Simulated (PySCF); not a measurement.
Predicted microwave data (PBE0-D3(BJ)/def2-SVP geometry optimisation, gas phase (PySCF)) for one isomer of C5H16Si2:

| Quantity | Value |
| --- | --- |
| Rotational constants | A = 5547, B = 514.0, C = 492.1 MHz |
| Dipole components | \|μa\| = 0.72 D, \|μb\| = 1.23 D, \|μc\| = 0.18 D |
| Inertial defect | -47.37 u·Å² |
| κ | -0.99 |

Question: Which structure is it? (One computed conformer of each.)
A. `[CH3:1][CH2:2][C@H:3]([CH3:4])[SiH2:5][CH2:6][SiH3:7]` with C1–C2–C3–C4 -63°, C2–C3–Si5–C6 51°, C3–Si5–C6–Si7 58°
B. `[CH3:1][CH2:2][CH2:3][SiH2:4][CH2:5][CH2:6][SiH3:7]` with C1–C2–C3–Si4 -179°, C2–C3–Si4–C5 180°, C3–Si4–C5–C6 171°, Si4–C5–C6–Si7 64°
C. `CC(C)(C([SiH3])[SiH3])C`
D. `[CH3:1][CH2:2][CH2:3][CH2:4][CH2:5][SiH2:6][SiH3:7]` with C1–C2–C3–C4 180°, C2–C3–C4–C5 180°, C3–C4–C5–Si6 180°, C4–C5–Si6–Si7 -56°

Answer: B. It is CCC[SiH2]CC[SiH3], a near-prolate asymmetric top, point group C1. The candidates at the same level (rigid rotor, commonest isotopes):

```csv
SMILES,A (MHz),B (MHz),C (MHz),μa (D),μb (D),μc (D),Δ (u·Å²),point group,rotor
CCC[SiH2]CC[SiH3],5547,514.0,492.1,0.72,1.23,0.18,-47.37,C1,near-prolate asymmetric top
CC(C)(C)C([SiH3])[SiH3],1854,1484,1036,1.26,0.07,0.32,-125.61,C1,asymmetric top
CC[C@H](C)[SiH2]C[SiH3],2233,935.2,848.8,0.53,0.06,0.52,-171.31,C1,asymmetric top
CCCCC[SiH2][SiH3],3481,540.1,488.2,1.04,0.34,0.16,-45.65,C1,near-prolate asymmetric top
```

`CC[C@H](C)[SiH2]C[SiH3]` has B 82 % too high; `CC(C)(C)C([SiH3])[SiH3]` has B 189 % too high; `CCCCC[SiH2][SiH3]` has A 37 % too low. No structure here is proved a minimum.
